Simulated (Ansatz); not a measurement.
Pulling on the Si1–I2 bond in H3ISi (SMILES [SiH3]I) (multiplicity 1 held, fragments rigid). Energies count from the point at 2.459 Å.
Geometry at that point (charge 0, multiplicity 1):
```csv
atom,x (Å),y (Å),z (Å)
Si,-1.8413,0.0490,0.0181
I,0.6169,-0.0164,-0.0060
H,-2.2729,1.4257,-0.2930
H,-2.3038,-0.3479,1.3622
H,-2.3415,-0.8938,-1.0014
```

Restricted levels (R-, RO-) in cc, def2 and unpolarised 6-31G sets keep to the state of the molecule at rest. Unrestricted levels (U-) break spin symmetry where that is lower. Active spaces are followed from a long bond inwards. Curves can end on different states.

Correlated levels freeze the cores. Filled d and f shells under p-block atoms count as core.

Run with Ansatz (a program for electronic structure) with Gaussian orbitals.  In def2 rows elements past Kr take small-core potentials, without spin–orbit coupling.

Energies in kcal/mol.

```csv
R (Å),U-HF/def2-SVP,R-CCSD(T)/def2-SVP,"CASSCF(6,4)/def2-SVP","FIC-NEVPT4(SD) on CASSCF(6,4)/def2-SVP","FIC-MRCISD+Q on CASSCF(6,4)/def2-SVP"
1.967,72.4,71.5,74.8,71.6,71.7
2.213,13.0,12.8,14.4,12.9,12.9
2.459,0.0,0.0,0.0,0.0,0.0
2.705,6.2,5.8,4.4,5.4,?
2.951,19.4,18.0,15.3,17.3,?
3.320,39.3,37.2,33.0,36.2,36.6
3.689,48.4,52.5,47.2,51.3,?
4.304,53.2,64.4,59.9,65.3,65.5
4.918,54.4,59.3,63.6,69.6,69.7
5.656,54.7,45.6,64.5,70.6,70.8
6.640,54.7,36.5,64.6,70.8,71.0
7.869,54.7,35.6,64.6,71.0,71.0
```

Some entries are withheld; supply them.


- 2.705, FIC-MRCISD+Q on CASSCF(6,4)/def2-SVP: 5.7
- 3.689, FIC-MRCISD+Q on CASSCF(6,4)/def2-SVP: 51.7
- 2.951, FIC-MRCISD+Q on CASSCF(6,4)/def2-SVP: 17.7

Doubts at one or more of the structures used: a spin-contaminated determinant (U-HF/def2-SVP); a restricted determinant that unrestricted orbitals would lower (R-CCSD(T)/def2-SVP); other coupled-cluster roots lie near (R-CCSD(T)/def2-SVP); T1 above 0.05 (R-CCSD(T)/def2-SVP); active orbitals that take no part (CASSCF(6,4)/def2-SVP, FIC-NEVPT4(SD) on CASSCF(6,4)/def2-SVP, FIC-MRCISD+Q on CASSCF(6,4)/def2-SVP).
